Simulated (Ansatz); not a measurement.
BH3O2 (SMILES OBO) moved off its minimum; all values from Ansatz (a first-principles code), cores frozen in correlated methods.
(charge 0, multiplicity 1)
```xyz
6

B     -0.27588    -0.26165    -0.10011
H     -0.93750    -0.91849    -0.96482
O     -0.35716     1.14430    -0.41822
H      0.21197     1.67345     0.02272
O      0.60844    -0.80728     0.87426
H      0.32725    -1.53341     0.80249
```

**Question.** Give the forces (eV/Å), the total energy and the dipole at CCSD(T)/cc-pVTZ.

**Answer.** 
| atom | Fx | Fy | Fz |
|---|---|---|---|
| B1 | 0.713 | 2.722 | -1.424 |
| H2 | 0.696 | 0.303 | 1.610 |
| O3 | -2.618 | -5.323 | -1.426 |
| H4 | 2.868 | 2.519 | 2.448 |
| O5 | 3.785 | 17.576 | -0.565 |
| H6 | -5.444 | -17.798 | -0.643 |
Energy -176.8810 hartree, dipole 0.94 D.
